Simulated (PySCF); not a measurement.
Excitations are Tamm–Dancoff values on a coarser integration grid. The basis has no diffuse functions, so Rydberg states are missing or too high.

Cartesian coordinates (Å):
SMILES: O=C(C)C#N
```xyz
8

C     -0.9447    -0.2561     0.0814
C      0.2624     0.6279    -0.0394
O      0.2502     1.8420    -0.0751
C      1.5557    -0.0913    -0.1186
N      2.5742    -0.6525    -0.1811
H     -0.9926    -0.9399    -0.7805
H     -0.8548    -0.8877     0.9791
H     -1.8505     0.3576     0.1342
```
Charge 0, multiplicity 1.

Question: Give the T1 excitation (TDA), LUMO, S1 excitation (TDA), total energy and HOMO–LUMO gap at the level PBE-D3(BJ)/def2-TZVP run with PySCF.

Answer: 
```
Item                        Value
-------------------  ------------
T1 excitation (TDA)       3.06 eV
LUMO                     -3.66 eV
S1 excitation (TDA)       3.66 eV
total energy         -245.8815 Ha
HOMO–LUMO gap             3.41 eV
```
